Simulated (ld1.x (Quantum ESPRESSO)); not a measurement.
u(r) = r·R(r): atom against pseudo-atom (indium (In))

Columns: radius, all-electron u(r) and pseudo u(r) of the 5p shell (level -3.22 eV) of indium in the configuration [Kr] 4d10 5s1 5p2; PBE, scalar-relativistic, TM scheme, ld1.x (Quantum ESPRESSO) 7.5.

| r (bohr) | all-electron | pseudo |
| --- | --- | --- |
| 0.125 | 0.0140 | -0.0019 |
| 0.250 | -0.1453 | -0.0074 |
| 0.375 | -0.0425 | -0.0169 |
| 0.500 | 0.1190 | -0.0304 |
| 0.625 | 0.2159 | -0.0482 |
| 0.750 | 0.2306 | -0.0705 |
| 0.875 | 0.1845 | -0.0978 |
| 1.000 | 0.1039 | -0.1301 |
| 1.125 | 0.0091 | -0.1674 |
| 1.250 | -0.0869 | -0.2094 |
| 1.375 | -0.1771 | -0.2550 |
| 1.500 | -0.2580 | -0.3030 |
| 1.625 | -0.3283 | -0.3513 |
| 1.750 | -0.3878 | -0.3979 |
| 1.875 | -0.4370 | -0.4407 |
| 2.000 | -0.4769 | -0.4779 |
| 2.125 | -0.5084 | -0.5086 |
| 2.250 | -0.5325 | -0.5325 |
| 2.375 | -0.5501 | -0.5501 |
| 2.500 | -0.5620 | -0.5620 |
| 2.625 | -0.5690 | -0.5690 |
| 2.750 | -0.5718 | -0.5718 |
| 2.875 | -0.5710 | -0.5710 |
| 3.000 | -0.5670 | -0.5670 |
| 3.125 | -0.5604 | -0.5604 |
| 3.250 | -0.5516 | -0.5516 |

(1) How many radial nodes do the two functions have?

(2) At about which radius was the pseudo-wave matched?

(3) Is the pseudo-wave norm-conserving?

Answers

(1) The all-electron 5p function has n − l − 1 = 3; the pseudo-wave has 0, since the states of the same l below it are removed with the core.

(2) 2.50 bohr. The columns agree to 0.0005 from 2.12 bohr on; several derivatives are matched, so the curves merge somewhat inside the radius.

(3) Yes: the TM scheme keeps the norm inside the radius equal to the all-electron one, which fixes the energy derivative of the logarithmic derivative at the level.
